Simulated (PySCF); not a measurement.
C8H7PSe.
Structure used (PBE0-D3(BJ)/def2-SVP), in Å, numbered top down from 1:
```
atom  x, y, z in Å
C1    -1.361    3.094    0.459
C2    -0.898    2.006    0.736
P3    -0.228    0.450    1.205
Se4   -0.131    0.113    3.257
C5    -0.423   -0.711   -0.125
C6    -1.258   -1.689   -0.767
C7    -2.509   -1.943   -0.359
C8     0.810   -0.168   -0.096
C9     2.118   -0.205   -0.692
C10    3.137    0.536   -0.233
H11   -1.773    4.057    0.215
H12   -0.824   -2.238   -1.611
H13   -3.126   -2.698   -0.853
H14   -2.942   -1.407    0.490
H15    2.259   -0.878   -1.545
H16    4.127    0.489   -0.692
H17    3.004    1.203    0.625
```

The calculation used PySCF, TDDFT PBE0/def2-SVPD, vertical, gas phase, core orbitals frozen in the response. Relativistic effects, spin–orbit coupling among them, are left out although an element past zinc is present.

```json
{"state": "S1", "E (eV)": "2.80", "ν̃ (cm⁻¹)": "22620", "f": "0.0022", "main configurations (H = HOMO, L = LUMO)": "H→L (99%)"}
{"state": "S2", "E (eV)": "3.02", "ν̃ (cm⁻¹)": "24350", "f": "0.0056", "main configurations (H = HOMO, L = LUMO)": "H-1→L (99%)"}
{"state": "S3", "E (eV)": "4.12", "ν̃ (cm⁻¹)": "33240", "f": "0.0023", "main configurations (H = HOMO, L = LUMO)": "H-1→L+1 (97%)"}
{"state": "S4", "E (eV)": "4.25", "ν̃ (cm⁻¹)": "34260", "f": "0.0002", "main configurations (H = HOMO, L = LUMO)": "H→L+2 (88%)"}
{"state": "S5", "E (eV)": "4.31", "ν̃ (cm⁻¹)": "34750", "f": "0.044", "main configurations (H = HOMO, L = LUMO)": "H→L+1 (90%)"}
{"state": "S6", "E (eV)": "4.42", "ν̃ (cm⁻¹)": "35620", "f": "0.030", "main configurations (H = HOMO, L = LUMO)": "H-1→L+2 (87%)"}
{"state": "S7", "E (eV)": "4.68", "ν̃ (cm⁻¹)": "37720", "f": "0.569", "main configurations (H = HOMO, L = LUMO)": "H-2→L (87%)"}
{"state": "S8", "E (eV)": "5.01", "ν̃ (cm⁻¹)": "40370", "f": "0.012", "main configurations (H = HOMO, L = LUMO)": "H-3→L (96%)"}
{"state": "S9", "E (eV)": "5.02", "ν̃ (cm⁻¹)": "40450", "f": "0.0014", "main configurations (H = HOMO, L = LUMO)": "H→L+3 (91%)"}
{"state": "S10", "E (eV)": "5.15", "ν̃ (cm⁻¹)": "41500", "f": "0.041", "main configurations (H = HOMO, L = LUMO)": "H→L+4 (79%)"}
```

Triplets, Tamm–Dancoff:

| state | E (eV) | λ (nm) | main configurations (H = HOMO, L = LUMO) |
| --- | --- | --- | --- |
| T1 | 2.59 | 479.3 | H-2→L (61%), H-1→L (34%) |
| T2 | 2.68 | 462.1 | H→L (98%) |
| T3 | 3.09 | 400.9 | H-1→L (66%), H-2→L (32%) |
| T4 | 3.74 | 331.9 | H→L+1 (95%) |

The lowest singlet lies at 2.80 eV (442 nm, visible) and is very weak; its leading configuration is HOMO→LUMO (99%). The strongest level in the table is S7 at 4.68 eV (265 nm, f = 0.569). S8/S9 lie within about 0.01 eV of each other. Löwdin shares by element: HOMO selenium 70%, phosphorus 16%, carbon 9% or more; LUMO carbon 69% or more (atoms not listed hold the other 31%). Weighted by f, the mean energy of these states is 4.66 eV. The listed states span 2.34 eV, and the widest gap between neighbours is 1.10 eV (S2 to S3). Of the 10 states listed, 5 reach f = 0.01 and 1 stays under 0.0005. 2 computed singlets (S1 to S2) lie in the visible range (380 to 750 nm), the largest f among them at 411 nm, f = 0.0056; light of that wavelength is violet, and its complementary colour is yellow-green; a Tamm–Dancoff triplet lies at 479 nm, without intensity as long as spin–orbit coupling is left out. The vertical ionisation energy (ΔSCF) is 7.85 eV, 2.70 eV above S10. The window holds the lowest 10 singlets.

One conformer stands for the species.
